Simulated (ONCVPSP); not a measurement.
## u(r) = r·R(r): atom against pseudo-atom (nitrogen (N))

Columns: radius, all-electron u(r) and pseudo u(r) of the 2p shell (level -7.09 eV) of nitrogen in the configuration [He] 2s2 2p3; PBE, scalar-relativistic, ONCV scheme, ONCVPSP 4.0.1.

| r (bohr) | all-electron | pseudo |
| --- | --- | --- |
| 0.080 | 0.0498 | 0.0223 |
| 0.160 | 0.1542 | 0.0859 |
| 0.240 | 0.2734 | 0.1821 |
| 0.320 | 0.3880 | 0.2985 |
| 0.400 | 0.4893 | 0.4209 |
| 0.480 | 0.5741 | 0.5364 |
| 0.560 | 0.6427 | 0.6350 |
| 0.640 | 0.6959 | 0.7110 |
| 0.720 | 0.7348 | 0.7629 |
| 0.800 | 0.7607 | 0.7927 |
| 0.880 | 0.7754 | 0.8043 |
| 0.960 | 0.7808 | 0.8028 |
| 1.040 | 0.7785 | 0.7928 |
| 1.120 | 0.7701 | 0.7779 |
| 1.200 | 0.7568 | 0.7603 |
| 1.280 | 0.7398 | 0.7410 |
| 1.360 | 0.7199 | 0.7202 |
| 1.440 | 0.6979 | 0.6980 |
| 1.520 | 0.6745 | 0.6745 |
| 1.600 | 0.6502 | 0.6501 |
| 1.680 | 0.6252 | 0.6252 |
| 1.760 | 0.6001 | 0.6001 |
| 1.840 | 0.5750 | 0.5750 |
| 1.920 | 0.5502 | 0.5502 |
| 2.000 | 0.5258 | 0.5257 |
| 2.080 | 0.5019 | 0.5018 |

(1) How many radial nodes do the two functions have?

(2) At about which radius was the pseudo-wave matched?

(3) Is the pseudo-wave norm-conserving?

Answers

(1) The all-electron 2p function has n − l − 1 = 0; the pseudo-wave has 0.

(2) 1.60 bohr. The columns agree to 0.0005 from 1.36 bohr on; several derivatives are matched, so the curves merge somewhat inside the radius.

(3) Yes: the ONCV scheme keeps the norm inside the radius equal to the all-electron one, which fixes the energy derivative of the logarithmic derivative at the level.
